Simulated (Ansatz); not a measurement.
`[SiH3][GeH2][SiH2]Cl` + H–F → `[F][GeH2][SiH2]Cl` + SiH₄ at 700 K and 1 bar (cleavage of the Ge–Si bond).

Program: Ansatz. Geometries: PBE0-D4/def2-TZVP. ΔE: electronic, gas phase. CCSD(T)/CBS adds triple-zeta CCSD(T) − MP2 to the extrapolated MP2 energy (def2 sets, frozen cores). This one scheme is used for every species. For Ge outer-core shells are correlated without core-valence functions, which leaves a few kJ/mol of doubt a bond. Scalar relativity is left out up to krypton. Each species was taken in one conformer, which may not be the lowest.

```json
{"species": "`[SiH3][GeH2][SiH2]Cl`", "CCSD(T)/CBS energy (Eh)": "-3118.30397", "H − E (kJ/mol)": "248.7", "S (J/(mol·K))": "541.1"}
{"species": "H–F", "CCSD(T)/CBS energy (Eh)": "-100.39570", "H − E (kJ/mol)": "45.2", "S (J/(mol·K))": "198.5"}
{"species": "`[F][GeH2][SiH2]Cl`", "CCSD(T)/CBS energy (Eh)": "-2927.24228", "H − E (kJ/mol)": "168.5", "S (J/(mol·K))": "466.0"}
{"species": "SiH₄", "CCSD(T)/CBS energy (Eh)": "-291.46306", "H − E (kJ/mol)": "115.5", "S (J/(mol·K))": "252.9"}
```

H − E and S are ideal-gas, rigid-rotor, harmonic terms from PBE0-D4/def2-TZVP, for one conformer and one mirror image of each species. 1 Eh = 2625.50 kJ/mol, R = 8.31446 J/(mol·K).

By hand: ΔE, ΔH, ΔS and ΔG.

ΔE = (-2927.24228) + (-291.46306) − (-3118.30397) − (-100.39570) = -0.00567 Eh = -14.9 kJ/mol. Δ(H − E) = 168.5 + 115.5 − 248.7 − 45.2 = -9.9, so ΔH = -24.8 kJ/mol. ΔS = 466.0 + 252.9 − 541.1 − 198.5 = -20.7 J/(mol·K). ΔG = -24.8 − 700 × (-20.7)/1000 = -10.3 kJ/mol.

By hand: the equilibrium constant, and the temperature at which ΔG would vanish if ΔH and ΔS stayed fixed.

log₁₀ K = −ΔG/(RT ln 10) = 0.8. ΔG = 0 at ΔH/ΔS = 1198 K.

TΔS isn't small against ΔH here. A doubt of 5 kJ/mol in ΔE shifts log₁₀ K by 0.4 here. Other conformers and mirror images would add mixing entropy, several J/(mol·K) or more a flexible species. Modes under 60 cm⁻¹, often nearly free rotors, make the harmonic entropy too high. These are equilibria of isolated gas molecules and say nothing of rates. Largest T1 diagnostic: 0.011 (customary marks: 0.02 for closed shells, 0.045 for open ones).
